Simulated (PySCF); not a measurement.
HgCl, SMILES [Cl][Hg] (connectivity only; charge and spin as stated), neutral, multiplicity 2.

The structure is a stationary point at B3LYP-D3(BJ)/def2-TZVPD. The spin state was assumed, not searched. The def2 effective core potentials stand for the cores of Hg; spin–orbit coupling is left out.

The numbers are results of B3LYP/def2-TZVPD (PySCF), not measurements.

Isolated molecule, no solvent.

Computed frontier levels, dipole moment and polarisability:
α spin, highest occupied and lowest empty level: -7.19 and -1.19 eV
β spin, highest occupied and lowest empty level: -8.20 and -4.99 eV
dipole moment: 3.05 D
mean static polarisability: 53.7 bohr³ (7.96 Å³)
polarisability, principal values: 41.3, 41.3, 78.5 bohr³
⟨S²⟩: 0.755 (pure state 0.75)
